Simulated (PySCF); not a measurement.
Diagnose this run.

A geometry optimisation on Cl4H6N2Zr, SMILES `[NH3]->[Zr](<-[NH3])([Cl])([Cl])([Cl])[Cl]` (singlet state). Method: PBE0-D3(BJ)/def2-SVP geometry optimisation, gas phase, def2 core potentials past Kr (PySCF).

Driver input (Å, GFN2-xTB start):

```
{"job": {"xc": "PBE0", "basis": "def2-SVP", "d3": "d3bj", "grid": 1, "maxiter": 30, "shake": 0.03, "kind": "geom"}, "charge": 0, "multiplicity": 1}
Zr     0.0780    -0.0981     0.0125
N     -0.0156    -0.0186     2.3381
H     -0.5007     0.8590     2.6390
H      1.0523    -0.0518     2.7208
H     -0.5612    -0.8136     2.6689
N     -0.0039     0.0334    -2.3520
H      0.5190     0.8431    -2.7107
H     -0.9247     0.0660    -2.6720
H      0.4384    -0.8122    -2.6723
Cl     2.3090    -0.0345     0.4530
Cl    -2.3148    -0.0277     0.4367
Cl     0.0298     2.2893    -0.3567
Cl    -0.0751    -2.2866    -0.4832
```

Output:

```
step   0  E = -1999.94070339  max force = 0.068608
step   1  E = -1999.96462888  max force = 0.011960
step   2  E = -1999.96297272  max force = 0.021670
step   3  E = -1999.96669072  max force = 0.006624
step   4  E = -1999.96722894  max force = 0.002304
step   5  E = -1999.96727632  max force = 0.001636
step   6  E = -1999.96736515  max force = 0.000868
step   7  E = -1999.96739316  max force = 0.000960
step   8  E = -1999.96740991  max force = 0.000446
step   9  E = -1999.96737140  max force = 0.001359
step  10  E = -1999.96732196  max force = 0.001571
step  11  E = -1999.96731068  max force = 0.001067
step  12  E = -1999.96732226  max force = 0.000981
step  13  E = -1999.96733194  max force = 0.000975
step  14  E = -1999.96734030  max force = 0.000979
step  15  E = -1999.96734980  max force = 0.000965
step  16  E = -1999.96735798  max force = 0.000931
step  17  E = -1999.96736516  max force = 0.000889
step  18  E = -1999.96737129  max force = 0.000836
step  19  E = -1999.96737678  max force = 0.000780
step  20  E = -1999.96738148  max force = 0.000722
step  21  E = -1999.96738370  max force = 0.000694
step  22  E = -1999.96738472  max force = 0.000680
step  23  E = -1999.96738522  max force = 0.000672
step  24  E = -1999.96738547  max force = 0.000669
step  25  E = -1999.96738560  max force = 0.000667
step  26  E = -1999.96738574  max force = 0.000665
step  27  E = -1999.96738587  max force = 0.000663
step  28  E = -1999.96738601  max force = 0.000661
step  29  E = -1999.96738614  max force = 0.000659
step  30  E = -1999.96738629  max force = 0.000656
optimisation not converged
```

Energies are in Eh and forces in Eh/bohr.

Problem. Which diagnosis fits best?
A. step limit reached while the energy was still falling
B. step limit reached with the energy nearly constant
C. step limit reached with the energy going up and down

Solution. B. After 31 gradient evaluations the largest force component was 0.00066 Eh/bohr against a threshold of 0.00045, and over the last 5 steps the energy changed by 0.000 kcal/mol in all, within a range of 0.000 kcal/mol, the last step by 0.000 kcal/mol. The energy rose in 4 of the 30 steps.

Problem. What would you do next?

Solution. Restart from the last geometry, if need be with a computed Hessian or a finer grid, and confirm the end point by frequencies.
